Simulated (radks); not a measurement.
The tin anion Sn4-, [Xe], held by a Watson sphere: a shell of charge +4.72 at radius R that stands for the Madelung well of a crystal (potential energy -4.72/R inside, -4.72/r outside, in hartree with lengths in bohr). Method: scalar-relativistic Kohn-Sham, LDA (Slater exchange, Perdew-Wang correlation), spin-polarised, spherical densities, finite nucleus; Fermi nuclear charge, rms radius of each element as measured or else 0.836 A^(1/3) + 0.57 fm; computed with a radial shooting solver on a logarithmic mesh with Libxc functionals. Response by self-consistent Sternheimer equations with the Hartree and adiabatic LDA kernel, the relativistic mass of each level held fixed and spin-orbit coupling left out. The sphere does not respond.

| R (bohr) | e(4d) (eV) | e(5s) (eV) | e(5p) (eV) | <r> 5p (bohr) | sum of <r^2> (bohr^2) | X-ray form factor at sin(theta)/lambda = 0.1 1/angstrom | alpha (bohr^3) |
|---|---|---|---|---|---|---|---|
| 2.45 | -33.061 | -20.513 | -12.849 | 2.707 | 85.70 | 48.747 | 37.88 |
| 3.07 | -29.717 | -17.482 | -11.057 | 3.032 | 100.2 | 48.162 | 59.21 |
| 3.97 | -27.443 | -14.357 | -8.818 | 3.521 | 124.4 | 47.408 | 113.0 |
| 5.04 | -26.180 | -12.137 | -6.911 | 4.115 | 157.6 | 46.740 | 231.2 |
| 5.16 | -26.084 | -11.963 | -6.742 | 4.182 | 161.7 | 46.681 | 249.3 |
| 5.2 | -26.054 | -11.907 | -6.687 | 4.205 | 163.1 | 46.663 | 255.6 |
| 5.45 | -25.880 | -11.588 | -6.363 | 4.346 | 171.9 | 46.554 | 297.8 |
